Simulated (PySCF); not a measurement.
Adding and removing an electron: CdI

B3LYP; basis Cd def2-SVP with ECP28, I def2-SVP with ECP28; scalar-relativistic core potentials; PySCF 2.14. Neutral (UKS): doublet (σ ↑), Re = 2.755 Å, ωe = 155 cm⁻¹, De = 1.03 eV, HOMO -6.12 eV, LUMO -4.26 eV.

CdI⁺ (UKS): singlet (closed shell), Re = 2.601 Å, ωe = 205 cm⁻¹, De = 1.82 eV to Cd⁺ + I. The energies at the minima are -465.61120 hartree for CdI and -465.30574 for CdI⁺.

Q: Work out the adiabatic ionisation energy, without and with harmonic zero-point energies (1 hartree = 27.2114 eV, 1 eV = 8065.5 cm⁻¹), and the change of the bond length.

A: At B3LYP: 0.30546 hartree = 8.312 eV between the minima; the zero-point term (205.0 − 155.0)/2 cm⁻¹ = +0.003 eV makes it 8.315 eV. Re changes by -15.4 pm against the neutral. The electron leaves a σ orbital, and the shorter bond of the ion fits an antibonding orbital, or a change in how ionic the bond is.

Spin–orbit coupling is left out, which matters for elements this heavy, above all for dissociation energies. For an ion De counts to the pair picked by the measured ionisation energies or electron affinities, which need not be the lowest pair at this level. States were picked by a PBE0 search and need not be the measured ground states.
